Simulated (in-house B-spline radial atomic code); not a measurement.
Inner levels of gallium as electrons are removed. A shift is the extra binding of the orbital against the neutral atom ([Ar] 3d10 4s2 4p1). Computed with an all-electron radial atomic-structure program (B-spline basis): non-relativistic Hartree-Fock, average of the configuration, point nuclei.

```
  ion  configuration  shift of 1s (eV)  radius of 1s (bohr)  Σ<r²> (bohr²)  change of density at nucleus (bohr⁻³)
Ga14+   [Ne] 3s2 3p5            472.25             0.049419         3.0316                                 93.646
Ga15+   [Ne] 3s2 3p4            528.65             0.049412         2.5904                                 111.71
Ga16+   [Ne] 3s2 3p3             586.9             0.049405         2.1743                                 130.57
Ga17+   [Ne] 3s2 3p2            646.97             0.049397         1.7814                                 150.25
Ga18+   [Ne] 3s2 3p1            708.86             0.049388         1.4099                                 170.74
Ga19+       [Ne] 3s2            772.57             0.049379         1.0583                                 192.05
Ga20+       [Ne] 3s1            834.26             0.049376        0.70848                                  4.427
Ga21+   [He] 2s2 2p6            897.38             0.049373         0.3741                                -194.28
Ga22+   [He] 2s2 2p5                 ?                    ?              ?                                      ?
Ga23+   [He] 2s2 2p4                 ?                    ?              ?                                      ?
Ga24+   [He] 2s2 2p3           1392.08              0.04921        0.22647                                  1.751
Ga25+   [He] 2s2 2p2           1565.41              0.04915        0.18293                                 71.478
Ga26+   [He] 2s2 2p1                 ?                    ?              ?                                      ?
Ga27+       [He] 2s2           1924.59              0.04902        0.10316                                 217.58
Ga28+       [He] 2s1            2083.1             0.049013       0.053859                                -787.69
Ga29+            1s2           2244.21              0.04898      0.0064073                               -1836.85
Ga30+            1s1            2766.9             0.048387      0.0031217                               -10914.4
```

Fill in the row of Ga22+.

shift of 1s (eV): 1058.04; radius of 1s (bohr): 0.049321; Σ<r²> (bohr²): 0.32183; change of density at nucleus (bohr⁻³): -131.12.

Fill in the row of Ga23+.

shift of 1s (eV): 1222.94; radius of 1s (bohr): 0.049267; Σ<r²> (bohr²): 0.2727; change of density at nucleus (bohr⁻³): -65.776.

Fill in the row of Ga26+.

shift of 1s (eV): 1742.92; radius of 1s (bohr): 0.049086; Σ<r²> (bohr²): 0.14188; change of density at nucleus (bohr⁻³): 143.42.
